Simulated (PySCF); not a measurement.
C₂H₄ClNOSi, SMILES C[Si@@H](Cl)OC#N.

Coordinates come from a PBE0-D3(BJ)/def2-SVP optimisation. The structure was generated by enumeration; whether it is a known compound was not checked. Other conformers were not sampled.

Two levels are set side by side: TDDFT-PBE/def2-SVPD (PySCF) and TDDFT-PBE0/def2-SVPD (PySCF). Vertical, same geometry. The lowest singlet is HOMO→LUMO 98 % with PBE and HOMO→LUMO 87 % with the other functional; states are paired by order. Differences are taken from unrounded values.

| quantity | TDDFT-PBE0 | TDDFT-PBE | TDDFT-PBE minus TDDFT-PBE0 |
|---|---|---|---|
| lowest singlet excitation (eV) | 7.27 | 6.37 | -0.90 |
| lowest triplet excitation (TDA) (eV) | 6.52 | 6.17 | -0.36 |

Functionals without exact exchange tend to place singlet excitations lower, as here. Differences between two approximate levels are no errors against the true value.

Rough cost on one machine, each run with all the roots and properties that it gave: TDDFT-PBE0 against TDDFT-PBE about 4 times.
